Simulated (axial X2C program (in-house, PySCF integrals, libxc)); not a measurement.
## Levels of TiO⁺ by electron attachment to TiO²⁺ (EOM-EA-CCSD)

Calculated with an axial X2C code built on PySCF integrals: two-component X2C with atomic mean-field Coulomb and Gaunt terms, Gaussian nuclei, basis Ti dyall-acv3z, O dyall-av3z with contracted cores.

R = 1.496 Å (0.960 times 1.558 Å, the PBE0 minimum at charge 1 for the lowest determinant).

Levels of TiO⁺ obtained by attaching an electron to TiO²⁺:

```
  Ω  binding energy (eV)  above lowest (cm⁻¹)                  attached spinor  one-particle weight
3/2               15.362                    0                        98% Ti dδ                 0.95
5/2               15.342                  162                        98% Ti dδ                 0.95
1/2               14.188                 9470   54% Ti sσ, 18% O pσ, 15% Ti dσ                 0.98
1/2               13.158                17775   62% Ti dπ, 17% Ti pπ, 15% O pπ                 0.96
3/2               13.126                18032   62% Ti dπ, 17% Ti pπ, 15% O pπ                 0.96
1/2               11.115                34251   41% Ti pσ, 31% Ti dσ, 16% O pσ                 0.97
1/2                9.125                50303   60% Ti pπ, 16% O pπ, 14% Ti dπ                 0.98
3/2                9.094                50557   60% Ti pπ, 16% O pπ, 14% Ti dπ                 0.98
1/2                6.737                69568  31% Ti sσ, 30% Ti pσ, 19% Ti dσ                 0.99
```

**Question.** What is the splitting of the first π pair in the table, and is it regular or inverted?

**Answer.** E(3/2) − E(1/2) = 18032 − 17775 = 257 cm⁻¹ at EOM-EA-CCSD: regular, Ω = 1/2 lower. Splittings at this level can be off by ten to twenty per cent.

This point took 36 s on 1 thread of Intel(R) Xeon(R) Processor @ 2.30GHz, on a shared host.

Reference electrons by ω block (each with its −ω partner): 1/2: 11, 3/2: 3. 16 electrons of TiO²⁺ correlated (inner shells frozen), 92 natural virtual spinors (a truncated set); levels can be off by some tenths of an eV. Roots sought by Ω: (1/2: 5, 3/2: 4, 5/2: 2, 7/2: 1); rows need 60 % one-particle weight and stop where some Ω has no more roots. Missing are any skipped roots, higher Ω and states of a further excitation; these come out far too high here and may in truth be low or lowest. T1 of the reference 0.036 (Lee–Taylor). The reference was not checked to be the lowest state of its species. Number of frozen shells: Ti 2 s, 1 p; O 1 s. Large amplitudes in the reference (orbital relaxation or multireference character) lower the reliability.
